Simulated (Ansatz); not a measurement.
Isolated molecules relaxed with PBE0-D4/def2-TZVP in Ansatz; ΔE leaves out vibrations. CCSD(T)/CBS is the MP2 limit (def2-TZVPP, def2-QZVPP) plus CCSD(T) − MP2 in def2-TZVPP, frozen cores. This one scheme is used for every species. One conformer a species, not always the lowest.

`C[Si](O)(S)Cl` + CH₄ → `C[Si](C)(S)Cl` + H₂O  (formal exchange of groups at the Si–O bond)

```csv
species,CCSD(T)/CBS(def2) energy (Eh)
`C[Si](O)(S)Cl`,-1263.02939
CH₄,-40.46206
`C[Si](C)(S)Cl`,-1227.07199
H₂O,-76.37941
```

(1) Work out ΔE.

Largest T1 diagnostic among the species: 0.010.

Answers

(1) ΔE = (-1227.07199) + (-76.37941) − (-1263.02939) − (-40.46206) = 0.04005 Eh = +105.2 kJ/mol.

In def2-TZVPP, CCSD(T) changes the Hartree–Fock value by −16.4 kJ/mol (the triples alone add −1.6 kJ/mol) and MP2 by −16.4 kJ/mol. The D4 term adds −4.4 kJ/mol with B3LYP and −2.7 kJ/mol with PBE0; it sums over pairs of atoms, weighted by their polarisabilities, and B3LYP, whose exchange is more repulsive, gets the larger term.

B3LYP here is the variant with VWN-RPA as its local correlation; programs differ in this.
